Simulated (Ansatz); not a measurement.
Cost and result for the atomization energy of H$_{3}$InSe, SMILES `[SeH][InH2]` (5 atoms, 4 bonds).

Total charge 0; spin multiplicity 1. Correlated methods include outer-core shells of In, Se, which these sets cover unevenly. Scalar relativity is left out up to krypton. In takes the def2 core potential. The geometry is a stationary point of PBE0-D4/def2-TZVP. Program: Ansatz. Hardware: A = 2 threads of a server CPU on a shared host; B = 2 threads of an AMD EPYC 7R13 on a shared host and a share of an NVIDIA H100 80 GB. Times are those of one run each, without the atoms' runs, and a repeat can differ threefold. Electronic energies, without spin–orbit coupling; frozen cores. CCSD(T)/CBS adds CCSD(T) − MP2 in def2-TZVPP to the MP2 limit, and its time is that of the two runs behind it. T1 = 0.013. With those shells the extrapolation isn't a true limit. B3LYP takes the VWN-RPA correlation (the form of Gaussian; ORCA's B3LYP/G).

CCSD(T)/CBS is a level of theory with its own doubt, some kJ/mol a heavy atom from the limit and from the frozen cores, so smaller differences don't rank the functionals.

| level | functions | wall time |
| --- | --- | --- |
| LDA (SPW92)/def2-TZVPP [A] | 140 | 1.1 s |
| revPBE-D4/def2-TZVPP [A] | 140 | 1.7 s |
| PBE0-D4/def2-TZVPP [A] | 140 | 2.6 s |
| BHLYP-D4/def2-TZVPP [A] | 140 | 4.3 s |
| CAM-B3LYP-D4/def2-TZVPP [A] | 140 | 4.3 s |
| CCSD(T)/def2-SVP [A] | 73 | 4.3 s |
| B3LYP-D4/def2-TZVPP (with forces) [A] | 140 | 4.5 s |
| B97M-V/def2-TZVPP [A] | 140 | 7 s |
| ωB97X-V/def2-TZVPP [A] | 140 | 9 s |
| ωB97M-V/def2-TZVPP (with forces) [A] | 140 | 13 s |
| CCSD(T)/def2-QZVPP [B] | 261 | 14 s |
| CCSD(T)/def2-TZVPP [A] | 140 | 36 s |
| CCSD(T)/CBS(def2) | – | 50 s |

Problem. What atomization energy does each give, and how far from CCSD(T)/CBS? (Estimate.)

Solution. Ansatz gave: 
```
                                level  atomization (kcal/mol)  difference from CCSD(T)/CBS  per bond
           LDA (SPW92)/def2-TZVPP [A]                   292.1                         33.4       8.4
             revPBE-D4/def2-TZVPP [A]                   244.9                        -13.8      -3.4
               PBE0-D4/def2-TZVPP [A]                   250.6                         -8.1      -2.0
              BHLYP-D4/def2-TZVPP [A]                   248.3                        -10.4      -2.6
          CAM-B3LYP-D4/def2-TZVPP [A]                   253.6                         -5.1      -1.3
                 CCSD(T)/def2-SVP [A]                   236.2                        -22.5      -5.6
B3LYP-D4/def2-TZVPP (with forces) [A]                   251.3                         -7.4      -1.8
                B97M-V/def2-TZVPP [A]                   258.6                         -0.1       0.0
               ωB97X-V/def2-TZVPP [A]                   258.7                          0.0       0.0
 ωB97M-V/def2-TZVPP (with forces) [A]                   254.6                         -4.1      -1.0
               CCSD(T)/def2-QZVPP [B]                   256.2                         -2.5      -0.6
               CCSD(T)/def2-TZVPP [A]                   251.1                         -7.6      -1.9
                    CCSD(T)/CBS(def2)                   258.7                          0.0       0.0
```

From PBE to PBE0 (25 % exact exchange), in def2-TZVPP and without D4, the atomization energy moves by −0.7 kcal/mol: exact exchange takes away binding that semilocal exchange gives to molecules. The D4 term adds +3.2 kcal/mol with B3LYP and +1.7 kcal/mol with PBE0; it sums over pairs of atoms, weighted by their polarisabilities, and B3LYP, whose exchange is more repulsive, gets the larger term. Leaving LDA and LC-ωPBE aside and taking each functional with its dispersion term where it has one, the values spread over 13.8 kcal/mol, from revPBE-D4 to ωB97X-V. LDA lies +42.5 kcal/mol from PBE without D4, its usual overbinding.

Spin–orbit coupling would lower the free In atoms strongly, and the atomization energy with them, by more than many differences here. For some Ge, Se and Sn compounds the MP2-based and the directly extrapolated limit differ by 10 to 25 kJ/mol.
